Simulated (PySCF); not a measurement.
B (boron, neutral) across methods

[He] 2s2 3d1, 2D determinant (an excited configuration). Calculation: PySCF 2.14, in aug-cc-pCVQZ-DK; the spin-free X2C one-electron Hamiltonian (Gaussian nucleus).

```
 method  E (hartree)  mean ε 2s α (eV)  mean ε 2s β (eV)  mean ε 3d α (eV)  Σ⟨r²⟩ (bohr²)   ⟨S²⟩
LC-wPBE     -24.3479           -18.791           -18.760            -1.003          44.46  0.750
   PBE0     -24.3570           -15.827           -15.779            -0.215          44.78  0.750
    PBE     -24.3541           -14.552           -14.495             0.021          44.78  0.750
    LDA     -24.0931           -14.450           -14.378             0.206          44.31  0.750
 r2SCAN     -24.3675           -14.781           -14.765             0.147          44.90  0.750
    UHF    -24.26893           -18.797           -18.772            -0.673          45.31  0.750
wB97X-V     -24.3806           -18.302           -18.282            -0.885          44.54  0.750
```

Q: Estimate the same row for BLYP.

A: E (hartree) = -24.3959; mean ε 2s α (eV) = -14.406; mean ε 2s β (eV) = -14.396; mean ε 3d α (eV) = 0.141; Σ⟨r²⟩ (bohr²) = 44.85; ⟨S²⟩ = 0.750.

The outer electron is Rydberg-like, and this basis confines it to a smaller radius and binds it less than a complete one would.

The highest occupied level is positive at PBE, LDA, r2SCAN, BLYP: only the finite basis holds that electron, which in a density functional comes from self-interaction.
